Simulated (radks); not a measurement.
Results of a calculation; reference values are marked as such.
The mean radii <r> (bohr) of the occupied orbitals of an atom or ion are listed with their occupations. Level of theory: Dirac Kohn-Sham, PBE, spin-unpolarised, spherical densities, point nucleus (a radial shooting solver on a logarithmic mesh with Libxc functionals).

orbital      occ.      <r>
1s1/2           2  0.04408
2s1/2           2   0.1956
2p1/2           2   0.1684
2p3/2           4   0.1722
3s1/2           2   0.5686
3p1/2     1.66667   0.5746
3p3/2     3.33333   0.5845
3d3/2           4   0.6014
3d5/2           6   0.6051
4s1/2           2    1.537
4p1/2    0.333333    1.706
4p3/2    0.666667    1.728

Name the element and its charge. Open shells, if any, are shared by 2j + 1.

Answer. Z = 34, selenium, charge +4: Se4+ in [Ne] 3s2 3p5 3d10 4s2 4p1. The 1s radius gives Z: for a bare nucleus <r> = (2 gamma + 1)/(2Z) with gamma = sqrt(1 - (Z/c)^2), 0.0432 bohr for Z = 34, and screening makes it slightly larger (0.04408 here). The occupations add up to 30, and the charge is Z minus that.
